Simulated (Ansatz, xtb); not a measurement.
BClH4N2: which of two conformers lies lower

Structure a: `NNBCl`, a singlet. Structure b: `NNBCl`, a singlet. Both are isolated molecules in the gas phase, relaxed with PBE0-D4/def2-SVP.

a (Å):

```xyz
8

B    -0.6640    0.2707    0.3504
Cl   -1.8804    1.3725    1.0117
N     0.9685   -1.5427    0.8483
N    -0.0143   -0.6098    1.2043
H     1.7565   -1.0600    0.4203
H     0.5930   -2.1831    0.1512
H    -0.2264   -0.6300    2.1972
H    -0.4112    0.2935   -0.8279
```

b (Å):

```yaml
atoms:
  - { symbol: B, position_ang: [-1.4675, 1.3016, 0.3184] }
  - { symbol: Cl, position_ang: [-2.3861, 1.6294, 1.7964] }
  - { symbol: N, position_ang: [-0.9890, -1.0709, 0.9693] }
  - { symbol: N, position_ang: [-0.9181, 0.0418, 0.1213] }
  - { symbol: H, position_ang: [-0.6022, -0.8145, 1.8776] }
  - { symbol: H, position_ang: [-1.9705, -1.2904, 1.1385] }
  - { symbol: H, position_ang: [-0.3914, -0.1527, -0.7233] }
  - { symbol: H, position_ang: [-1.3222, 2.1652, -0.5069] }
```

Task: Estimate E(b) − E(a) at the level CCSD(T)/def2-SVP + ΔMP2/def2-TZVPP.

Result: Calculated at CCSD(T)/def2-SVP + ΔMP2/def2-TZVPP: E(b) − E(a) = −1.33 kcal/mol, so structure b lies lower.

The same difference at several levels:

```tsv
level	geometry	E(b) − E(a) (kcal/mol)	departure from the last row (kcal/mol)	job, with rough time for the two
PBE0-D4/def2-SVP	PBE0-D4/def2-SVP	−1.24	+0.09	optimisation, 35 s
HF/def2-SVP	PBE0-D4/def2-SVP	−0.69	+0.64	part of the CCSD(T) run
MP2/def2-SVP	PBE0-D4/def2-SVP	−1.23	+0.10	part of the CCSD(T) run
CCSD(T)/def2-SVP	PBE0-D4/def2-SVP	−1.17	+0.16	single point
CCSD(T)/def2-SVP + ΔMP2/def2-TZVPP	PBE0-D4/def2-SVP	−1.33		single point, 10 s
```

The levels shown agree on the order. The largest departure from CCSD(T)/def2-SVP + ΔMP2/def2-TZVPP is that of HF/def2-SVP, 0.64 kcal/mol. Levels run at GFN2-xTB geometries aren't shown. The last row adds to CCSD(T) the change of the MP2 difference between the two basis sets, here −0.16 kcal/mol.

With harmonic frequencies from PBE0-D4/def2-SVP (ideal gas, rigid rotor, one conformer each, 298.15 K, 1 atm): the zero-point term adds +0.13 kcal/mol; ΔH is −1.25 and ΔG −1.42 kcal/mol.

The correlated steps freeze 8 core orbitals. Codes used: Ansatz 0.2.0; the last row on 2 threads of Arm Neoverse V2 on a shared host.
